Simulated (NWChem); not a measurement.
## Plane-wave run on Li$_{2}$Se (space group Fm-3m)

```yaml
crystal:
  lattice:
    - [0.00000, 2.97605, 2.97605]
    - [2.97605, 0.00000, 2.97605]
    - [2.97605, 2.97605, 0.00000]
  atoms:
    - { symbol: Li, position: [0.75000, 0.75000, 0.75000] }
    - { symbol: Li, position: [0.25000, 0.25000, 0.25000] }
    - { symbol: Se, position: [0.00000, 0.00000, 0.00000] }
```

Everything below was run with NWChem. Origin of the cell: Materials Project cell, not relaxed here.

Norm-conserving pseudopotentials with valence charges Li 1, Se 6, fixed occupations, no spin-orbit coupling, density cut at twice the wavefunction cutoff.

The filled d shells of Se are in the core.

Level: revPBE, Troullier-Martins, cutoff 30 Ha, density from a 4×4×4 mesh. Bands run along Γ–X–U|K–Γ–L–W–X with k in units of the cell's reciprocal vectors.

### Question
What gap does the band structure show, and how wide is the group of occupied bands?

### Answer
It shows an indirect gap along this path of 3.07 eV from Γ to X (smallest direct gap on this path 3.67 eV). The 4 occupied bands reach 11.5 eV below the valence-band top.
